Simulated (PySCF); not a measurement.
Sn(H)2(Et)(OH) (C2H8OSn), SMILES [CH2](C)[SnH2][OH].

The structure is a stationary point at B3LYP-D3(BJ)/def2-SVP. The structure was generated by enumeration; whether it is a known compound was not checked. The def2 effective core potentials stand for the cores of Sn; spin–orbit coupling is left out. The values are those of a single conformer.

Two levels are set side by side: PBE/def2-TZVP (PySCF) and PBE0/def2-TZVP (PySCF). Same geometry, gas phase. Differences are taken from unrounded values.

```csv
quantity,PBE0
orbital gap (eV),7.58
highest occupied level (eV),-7.91
lowest empty level (eV),-0.33
dipole moment (D),1.41
mean polarisability (bohr³),68.7
```

Q: What does PBE give, and how far is it from PBE0? (An estimate is asked for; the answer gives what the named calculation found.)

A: 
```json
[
 {"quantity": "orbital gap (eV)", "PBE": "5.24", "PBE minus PBE0": "-2.34"},
 {"quantity": "highest occupied level (eV)", "PBE": "-6.36", "PBE minus PBE0": "1.55"},
 {"quantity": "lowest empty level (eV)", "PBE": "-1.12", "PBE minus PBE0": "-0.79"},
 {"quantity": "dipole moment (D)", "PBE": "1.24", "PBE minus PBE0": "-0.16"},
 {"quantity": "mean polarisability (bohr³)", "PBE": "71.3", "PBE minus PBE0": "2.6"}
]
```

PBE's occupied levels lie high since its potential decays too fast outside the molecule; exact exchange lowers them and widens the gap. PBE's more diffuse valence density responds more strongly to a field. Differences between two approximate levels are no errors against the true value.

Rough cost on one machine, each run with all the roots and properties that it gave: PBE0 against PBE within a factor of 2.
